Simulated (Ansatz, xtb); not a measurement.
## Two isomers of C4H4O2S

Structure a: `Oc1occc1S`, a singlet. Structure b: `Oc1ccc(S)o1`, a singlet. Both are isolated molecules in the gas phase, relaxed with r2SCAN-D4/def2-SVP; the shapes shown needn't be the lowest conformers.

a (Å):

```xyz
11

C    -2.7266    1.9097   -1.2009
C    -1.4830    3.1518   -2.5163
C    -0.6245    2.3716   -1.8063
C    -1.4258    1.5512   -0.9297
O    -3.8761    1.4805   -0.6907
O    -2.7840    2.8673   -2.1442
S    -0.9067    0.2739    0.1612
H    -4.6005    1.9306   -1.1501
H    -1.3743    3.9130   -3.2832
H     0.4618    2.3580   -1.8784
H    -0.6825    1.0388    1.2587
```

b (Å):

```yaml
atoms:
  - { symbol: C, position_ang: [-2.6557, 2.8953, -1.0738] }
  - { symbol: C, position_ang: [-1.4275, 3.3985, -1.4206] }
  - { symbol: C, position_ang: [-0.6380, 2.2509, -1.7444] }
  - { symbol: C, position_ang: [-1.4240, 1.1401, -1.5746] }
  - { symbol: O, position_ang: [-3.7673, 3.5066, -0.6660] }
  - { symbol: O, position_ang: [-2.6912, 1.5544, -1.1626] }
  - { symbol: S, position_ang: [-1.1717, -0.5428, -1.9130] }
  - { symbol: H, position_ang: [-4.4600, 2.8379, -0.5587] }
  - { symbol: H, position_ang: [-1.1415, 4.4471, -1.4361] }
  - { symbol: H, position_ang: [0.4013, 2.2360, -2.0688] }
  - { symbol: H, position_ang: [-0.9975, -0.9853, -0.6392] }
```

**Question.** Estimate E(b) − E(a) at the level CCSD(T)/def2-SVP + ΔMP2/def2-TZVPP.

**Answer.** CCSD(T)/def2-SVP + ΔMP2/def2-TZVPP gives E(b) − E(a) = −1.48 kcal/mol, favouring structure b, but this leans on the basis-set step: CCSD(T) alone gives −0.77 kcal/mol.

Level by level:

| level | geometry | E(b) − E(a) (kcal/mol) | departure from the last row (kcal/mol) | job, with rough time for the two |
| --- | --- | --- | --- | --- |
| r2SCAN-D4/def2-SVP | r2SCAN-D4/def2-SVP | −1.90 | −0.42 | optimisation, 2.3 min |
| HF/def2-SVP | r2SCAN-D4/def2-SVP | −0.06 | +1.42 | part of the CCSD(T) run |
| MP2/def2-SVP | r2SCAN-D4/def2-SVP | −1.15 | +0.34 | part of the CCSD(T) run |
| CCSD(T)/def2-SVP | r2SCAN-D4/def2-SVP | −0.77 | +0.71 | single point |
| CCSD(T)/def2-SVP + ΔMP2/def2-TZVPP | r2SCAN-D4/def2-SVP | −1.48 |  | single point, 84 s |

As drawn, both hold the same kinds of bond in the same numbers.

HF/def2-SVP finds them nearly level. The largest departure from CCSD(T)/def2-SVP + ΔMP2/def2-TZVPP is that of HF/def2-SVP, 1.42 kcal/mol. No reliable frequencies are at hand for a or b, so they aren't confirmed as minima. Levels run at GFN2-xTB geometries aren't shown. The last row adds to CCSD(T) the change of the MP2 difference between the two basis sets, here −0.71 kcal/mol.

The correlated steps freeze 11 core orbitals. Programs: Ansatz 0.2.0, xtb 6.7.1; the last row on 2 threads of Arm Neoverse V2 on a shared host.
